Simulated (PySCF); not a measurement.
NMR data simulated for an unnamed compound:

$^{1}$H NMR (600 MHz, computed): δ 6.45 (m, 1H), 5.70 (m, 1H), 5.63 (m, 1H), 4.92 (m, 1H), 4.81 (m, 1H), 4.35 (m, 1H), 1.42 (d, 3H).

$^{13}$C{$^{1}$H} NMR (computed): δ 151.0 (CH), 127.1 (C), 126.0 (CH2), 79.0 (CH), 26.8 (CH3).

PySCF calculation with GFN2-xTB structure and GIAO PBE0/pcSseg-1 shieldings; non-relativistic Hamiltonian, single conformer, no solvent, rapidly exchanging positions averaged.

δ = σ(ref) − σ, references computed at the same level: $^{1}$H, $^{13}$C against TMS.

Problem. Which of these does the molecule contain: a non-aromatic C=C double bond, a tert-butyl group, an ester, a vinyl group CH=CH2, a ketone, a Si–H bond?

Solution. 
- A non-aromatic C=C double bond: yes.
- A tert-butyl group: no.
- An ester: no.
- A vinyl group CH=CH2: yes (δC 126.0, 151.0; δH 5.63 (m), 5.70 (m), 6.45 (m)).
- A ketone: no.
- A Si–H bond: yes (δH 4.81 (m), 4.92 (m)).

The data belong to `C=C[C@H](C)O[SiH2]C#N`, C₅H₉NOSi; they needn't prove each group on their own.

Carbon signals by region: 3 in the sp2 and nitrile region (100–160 ppm), 1 at 50–100 ppm, 1 below 50 ppm.

Shifts are as computed. Against solution values, carbons near 30 ppm lie about +3 ppm off and those near 130 ppm about +5 ppm. Of 1211 compounds with measured shifts, 218 miss one by over three times the rms of a fit or turn the order of signals round; such compounds aren't used in these exercises. No couplings were computed; multiplicities are counted from neighbouring protons, with m where these are inequivalent, close in shift, in a saturated or five-membered ring or joined by F or P, and br s for small geminal =CH2 splittings.
